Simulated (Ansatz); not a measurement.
`BNCOC`, relaxed with RKS PBE-D4/def2-SVP in Ansatz from a rough embedded geometry. The force threshold is 0.03 eV/Å; the program also tests the step.

The species carries charge 0 and has multiplicity 1.

Start:

```xyz
13

B     0.842   -0.789   -2.163
N    -0.130    0.132   -1.473
C    -0.039   -0.077   -0.050
O    -0.877    0.744    0.684
C    -0.825    0.595    2.036
H     1.986   -0.773   -2.044
H     0.400   -1.588   -2.989
H     0.203    1.073   -1.660
H    -0.227   -1.141    0.189
H     1.057    0.137    0.295
H    -1.513    1.294    2.511
H    -1.054   -0.449    2.320
H     0.178    0.842    2.344
```

Problem. How much energy does the relaxation release, and in how many steps? (Best estimate.)

Solution. Computed: 1.99 eV, in 16 steps.

Problem. Which bonds change most? (Estimate.)

Solution. Ansatz gave: B1–N2 from 1.506 to 1.399 Å; B1–H6 from 1.151 to 1.216 Å; O4–C5 from 1.361 to 1.407 Å; C3–H10 from 1.169 to 1.123 Å.

Problem. Give the relaxed structure. (Best estimate.)

Solution. Ansatz gave: 
```xyz
13

B     0.573   -0.700   -2.315
N     0.740    0.143   -1.211
C     0.375   -0.137    0.149
O    -0.687    0.712    0.530
C    -1.034    0.570    1.887
H     0.907   -0.299   -3.414
H     0.113   -1.813   -2.135
H     1.104    1.091   -1.342
H     0.085   -1.213    0.218
H     1.248    0.024    0.836
H    -1.851    1.286    2.100
H    -1.395   -0.460    2.128
H    -0.177    0.796    2.570
```
